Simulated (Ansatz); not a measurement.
`[OH][Mo]([F])([F])([F])([F])[F]` and `C[O][Mo]([OH])([F])([F])([F])[F]` differ in one atom or group.

Ansatz, PBE0-D4/def2-TZVP geometries, multiplicity 1. Each molecule was computed in one conformer, which needn't be the lowest.

Elements past krypton have def2 core potentials.

```json
{"property": "HOMO energy (PBE0/def2-TZVPP) / eV", "`[OH][Mo]([F])([F])([F])([F])[F]`": "-11.46"}
{"property": "size of the dipole moment (PBE/def2-TZVPP) / D", "`[OH][Mo]([F])([F])([F])([F])[F]`": "3.06"}
{"property": "size of the dipole moment (B3LYP/def2-TZVPP) / D", "`[OH][Mo]([F])([F])([F])([F])[F]`": "3.22"}
{"property": "size of the dipole moment (ωB97M-V/def2-TZVPP) / D", "`[OH][Mo]([F])([F])([F])([F])[F]`": "3.22"}
{"property": "HOMO energy (ωB97M-V/def2-TZVPP) / eV", "`[OH][Mo]([F])([F])([F])([F])[F]`": "-13.90"}
{"property": "LUMO energy (PBE0/def2-TZVPP) / eV", "`[OH][Mo]([F])([F])([F])([F])[F]`": "-4.95"}
```

What does the change do to each property? (An estimate is asked.)

Computed: 
```json
{"property": "HOMO energy (PBE0/def2-TZVPP) / eV", "`C[O][Mo]([OH])([F])([F])([F])[F]`": "-10.13", "shift": "1.33"}
{"property": "size of the dipole moment (PBE/def2-TZVPP) / D", "`C[O][Mo]([OH])([F])([F])([F])[F]`": "4.25", "shift": "1.19"}
{"property": "size of the dipole moment (B3LYP/def2-TZVPP) / D", "`C[O][Mo]([OH])([F])([F])([F])[F]`": "4.45", "shift": "1.23"}
{"property": "size of the dipole moment (ωB97M-V/def2-TZVPP) / D", "`C[O][Mo]([OH])([F])([F])([F])[F]`": "4.34", "shift": "1.12"}
{"property": "HOMO energy (ωB97M-V/def2-TZVPP) / eV", "`C[O][Mo]([OH])([F])([F])([F])[F]`": "-12.49", "shift": "1.41"}
{"property": "LUMO energy (PBE0/def2-TZVPP) / eV", "`C[O][Mo]([OH])([F])([F])([F])[F]`": "-4.04", "shift": "0.91"}
```

With PBE0 the HOMO rises by 1.33 eV and the LUMO rises by 0.91 eV, so the gap narrows by about 0.42 eV. PBE moves the HOMO by 1.10 eV and ωB97M-V by 1.41 eV. The zero-point energy changes by 106.3 kJ/mol with +12 modes. Dipoles are sizes alone; their direction can turn.

B3LYP here is the variant with VWN-RPA as its local correlation; programs differ in this.
